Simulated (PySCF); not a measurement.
Mo(NH)(S)(Cl)2 (Cl2HMoNS), SMILES [NH]=[Mo]([Cl])([Cl])=[S], multiplicity 1. The structure is a stationary point at B3LYP-D3(BJ)/def2-SVP. The spin state was assumed, not searched. The structure was generated by enumeration; whether it is a known compound was not checked. The def2 effective core potentials stand for the cores of Mo; spin–orbit coupling is left out.

These are PySCF 2.14.0 with B3LYP-D3(BJ)/def2-SVP values and carry that method's errors.

Harmonic wavenumbers (cm⁻¹): 112, 146, 156, 215, 259, 392, 422, 527, 578, 610, 1016, 3565. Rotational constants (GHz): 1.738, 1.458, 1.089; symmetry number 1.

Task: Work out the zero-point energy and the ideal-gas rigid-rotor harmonic-oscillator thermochemistry at 298.15 K and 1 atm.

Result: ZPE = ½ Σ hcν = ½ × 7997 cm⁻¹ = 47.83 kJ/mol. H − E(el) = 68.72 kJ/mol. Entropy in J/(mol K): translation 175.66, rotation 121.94, vibration 65.71, total 363.32. G − E(el) = -39.60 kJ/mol. Cp = 99.62 J/(mol K). Modes under 150 cm⁻¹ make the vibrational entropy uncertain.
